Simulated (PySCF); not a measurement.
A structure optimised at PBE0-D3(BJ)/def2-TZVPD, used in a PySCF frequency run:

```
B
F 1 1.3012
H 1 1.2062 2 120.98
```
Charge 0, spin multiplicity 2.

### Question
Write its SMILES, formula and point group.

### Answer
[BH]F, BFH, Cs

### Question
What are its rotational constants (standard atomic weights)?

### Answer
576.82, 36.405, 34.244 GHz
